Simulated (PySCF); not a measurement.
**SiCl to SiCl₃: adding ligands**

Level: PBE0 in the def2-TZVP basis family, all electrons, no relativity, computed in PySCF with density fitting; open shells unrestricted.

Each entry is the lowest minimum that a search over a few typed start shapes (and spin states, where more than one is plausible) found, or that minimum re-optimised at the stated level; isomers with ligand–ligand bonds, or fragments after loss of a ligand pair, can lie lower.

| molecule | 2S+1 | point group | mean bond to Si (Å) | distinct angles (°) | gap (eV) | lowest ω (cm⁻¹) | highest ω (cm⁻¹) |
| --- | --- | --- | --- | --- | --- | --- | --- |
| SiCl | 2 | C∞v | 2.067 |  | – | 535 | 535 |
| SiCl₂ | 1 | C2v | 2.078 | 101 | 4.88 | 199 | 522 |
| SiCl₃ | ? | ? | ? | ? | ? | ? | ? |

Q: Fill in the row of SiCl₃.

A: 2S+1: 2; point group: C3v; mean bond to Si (Å): 2.043; distinct angles (°): 110; lowest ω (cm⁻¹): 163; highest ω (cm⁻¹): 591.

The bond length does not run in one direction; the largest change, -0.035 Å, falls between SiCl₂ and SiCl₃ among the members listed.

The shape changes along the series: C∞v for SiCl; C2v for SiCl₂; C3v for SiCl₃.

Left out of the table are members whose search was unfinished or whose lowest solution was spin-contaminated, unstable, very soft or bonded differently.
